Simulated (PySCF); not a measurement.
Compound: GeH5N.
Atom-mapped SMILES: `[NH2:1][GeH3:2]` (hydrogens: H3, H4 on N1; H5, H6, H7 on Ge2)

A GFN2-xTB structure was refined with PBE0-D3(BJ)/def2-SVP geometry optimisation, gas phase in PySCF. Its GFN2-xTB values:

```csv
coordinate,GFN2-xTB
N1–Ge2,1.836 Å
N1–H3,1.007 Å
Ge2–H5,1.485 Å
Ge2–H7,1.499 Å
N1–Ge2–H5,105.6°
N1–Ge2–H7,114.9°
Ge2–N1–H3,113.6°
H3–N1–H4,109.1°
H5–Ge2–H6,111.8°
H5–Ge2–H7,109.2°
```

**Question.** How do these coordinates change at the PBE0-D3(BJ)/def2-SVP level?

**Answer.** 
```json
{"coordinate": "Ge2–H5", "PBE0-D3(BJ)/def2-SVP (Å or °)": "1.538", "change": "+0.053"}
{"coordinate": "Ge2–H7", "PBE0-D3(BJ)/def2-SVP (Å or °)": "1.550", "change": "+0.051"}
{"coordinate": "N1–H3", "PBE0-D3(BJ)/def2-SVP (Å or °)": "1.017", "change": "+0.010"}
{"coordinate": "N1–Ge2", "PBE0-D3(BJ)/def2-SVP (Å or °)": "1.837", "change": "+0.001"}
{"coordinate": "N1–Ge2–H5", "PBE0-D3(BJ)/def2-SVP (Å or °)": "107.0", "change": "+1.4"}
{"coordinate": "H5–Ge2–H6", "PBE0-D3(BJ)/def2-SVP (Å or °)": "110.7", "change": "-1.1"}
{"coordinate": "H3–N1–H4", "PBE0-D3(BJ)/def2-SVP (Å or °)": "108.1", "change": "-1.0"}
{"coordinate": "H5–Ge2–H7", "PBE0-D3(BJ)/def2-SVP (Å or °)": "108.5", "change": "-0.7"}
{"coordinate": "Ge2–N1–H3", "PBE0-D3(BJ)/def2-SVP (Å or °)": "114.2", "change": "+0.6"}
{"coordinate": "N1–Ge2–H7", "PBE0-D3(BJ)/def2-SVP (Å or °)": "115.1", "change": "+0.2"}
```

The energy falls by 0.091 eV over 4 energy and gradient evaluations, the largest force component goes from 0.0240 to 3.5e-04 Eh/bohr, and the atoms move by 0.038 Å rms after alignment. The bond that changes most is Ge2–H5 (ends: germanium bonded to N and 3 H; Ge–H hydrogen), which lengthens by 0.053 Å. Bonds longer at the end by more than 0.005 Å: 5 of 6; shorter: 0. Rotational constants go from 66530, 9604, 9386 to 62929, 9537, 9333 MHz.

The run used 71 basis functions and 26 SCF cycles in all. On an Arm Neoverse V1 with one thread, shared host with 32 logical CPUs at a one-minute load of 16, this took 6.3 s wall and 0.31 GiB of memory at its peak.

Not checked by PBE0-D3(BJ)/def2-SVP frequencies.
